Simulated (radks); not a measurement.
Values are calculated unless marked as measured or tabulated.
Problem. Re+, 74 electrons, occupied as [Xe] 4f14 5d5 6s1. Code: a radial shooting solver on a logarithmic mesh with Libxc functionals. Model: Dirac Kohn-Sham, PBE, spin-unpolarised, spherical densities, finite nucleus; open shells fill j = l - 1/2 first; Fermi nuclear charge, rms radius 5.3698 fm. Some entries of the table are withheld. Estimate them.

| orbital | occ. | eigenvalue (hartree) | r(max) (bohr) | <r^2> (bohr^2) |
|---|---|---|---|---|
| 1s1/2 | 2 | -2629.026 | 0.01124 | (1) |
| 2s1/2 | 2 | -455.7444 | 0.06473 | 0.006820 |
| 2p1/2 | 2 | -436.1872 | 0.04802 | 0.004860 |
| 2p3/2 | 4 | -383.2824 | 0.05496 | 0.006057 |
| 3s1/2 | 2 | (2) | 0.1822 | 0.04448 |
| 3p1/2 | 2 | -96.95943 | (3) | (4) |
| 3p3/2 | 4 | -85.47051 | (5) | (6) |
| 3d3/2 | 4 | -70.73831 | 0.1445 | 0.03659 |
| 3d5/2 | 6 | -68.24435 | 0.1485 | 0.03839 |
| 4s1/2 | 2 | -22.26967 | 0.4131 | 0.2193 |
| 4p1/2 | 2 | -18.61422 | 0.4125 | (7) |
| 4p3/2 | 4 | -15.93404 | 0.4423 | (8) |
| 4d3/2 | 4 | -9.92523 | 0.4382 | 0.2822 |
| 4d5/2 | 6 | -9.42998 | 0.4476 | 0.2952 |
| 5s1/2 | 2 | -3.39360 | 0.9390 | 1.210 |
| 5p1/2 | 2 | -2.29026 | 1.004 | 1.469 |
| 5p3/2 | 4 | -1.88840 | 1.087 | 1.747 |
| 4f5/2 | 6 | -1.86912 | (9) | 0.4132 |
| 4f7/2 | 8 | -1.77684 | (10) | 0.4266 |
| 5d3/2 | 4 | -0.48723 | 1.395 | 3.959 |
| 6s1/2 | 1 | -0.46217 | 2.487 | 9.354 |
| 5d5/2 | 1 | -0.45356 | 1.439 | 4.281 |

Solution. 
(1) 1s1/2 <r^2> (bohr^2): 0.0004481
(2) 3s1/2 eigenvalue (hartree): -105.7113
(3) 3p1/2 r(max) (bohr): 0.1705
(4) 3p1/2 <r^2> (bohr^2): 0.04075
(5) 3p3/2 r(max) (bohr): 0.1847
(6) 3p3/2 <r^2> (bohr^2): 0.04730
(7) 4p1/2 <r^2> (bohr^2): 0.2256
(8) 4p3/2 <r^2> (bohr^2): 0.2604
(9) 4f5/2 r(max) (bohr): 0.4144
(10) 4f7/2 r(max) (bohr): 0.4193
